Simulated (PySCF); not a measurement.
**Vertical excitation energies**

Compound: C₅H₈F₃N.
Z-matrix (Å and degrees, GFN2-xTB geometry), rows numbered from 1:
```
C 
N   1  1.4480
C   2  1.4478  1  112.96
C   3  1.5354  2  110.31  1   178.03
C   4  1.4923  3  110.46  2   -61.36
F   5  1.3466  4  115.54  3   -74.99
C   5  1.3255  4  125.49  3   102.44
F   7  1.3303  5  122.67  4     3.55
F   7  1.3249  5  126.67  4  -178.56
H   1  1.0902  2  108.68  3   -63.36
H   1  1.0877  2  108.90  3   178.49
H   1  1.1009  2  113.47  3    57.12
H   2  1.0165  1  109.78  3  -123.00
H   3  1.1052  2  113.01  1   -60.07
H   3  1.0946  2  107.53  1    58.83
H   4  1.0902  3  110.05  2    59.08
H   4  1.0912  3  109.14  2   179.10
```

Level of theory: TDDFT PBE0/def2-SVPD, vertical, gas phase, core orbitals frozen in the response in PySCF 2.14.0, density-fitted response routines.

```csv
state,E (eV),E (kJ/mol),λ (nm),f,"main configurations (H = HOMO, L = LUMO)"
S1,5.84,563,212.4,0.0031,H→L (92%)
S2,6.34,611,195.7,0.011,"H→L+1 (70%), H-1→L (21%)"
S3,6.44,622,192.4,0.0089,"H-1→L (33%), H-1→L+1 (24%), H→L+1 (20%)"
S4,6.70,646,185.1,0.021,"H→L+2 (70%), H→L+3 (22%)"
S5,6.80,656,182.5,0.0069,"H→L+3 (62%), H→L+2 (17%), H-1→L (10%)"
S6,6.92,667,179.3,0.012,"H→L+4 (29%), H-1→L (18%), H-1→L+4 (14%)"
```

Triplets, Tamm–Dancoff:

| state | E (eV) | λ (nm) | main configurations (H = HOMO, L = LUMO) |
| --- | --- | --- | --- |
| T1 | 4.48 | 277.0 | H-1→L+1 (44%), H-1→L (21%), H-1→L+4 (11%) |
| T2 | 5.64 | 219.8 | H→L (83%) |

The lowest singlet lies at 5.84 eV (212 nm, ultraviolet) and is very weak; its leading configuration is HOMO→LUMO (92%). The strongest level in the table is S4 at 6.70 eV (185 nm, f = 0.021). Löwdin shares by element: HOMO nitrogen 55%, carbon 17% or more, hydrogen 5% or more (atoms not listed hold the other 23%); LUMO carbon 41% or more (atoms not listed hold the other 59%). Orbital energies (eV): HOMO-3 -10.49, HOMO-2 -10.30, HOMO-1 -7.19, HOMO -6.69, LUMO 0.38, LUMO+1 0.77, LUMO+2 1.09. The listed states span 1.08 eV, and the widest gap between neighbours is 0.50 eV (S1 to S2). The oscillator strengths of these states sum to 0.063; summed over the whole spectrum of an exact calculation they would give the number of electrons, 72 (Thomas–Reiche–Kuhn). Only the lowest 6 singlets were computed, as vertical energies without vibronic structure.

One conformer stands for the species.
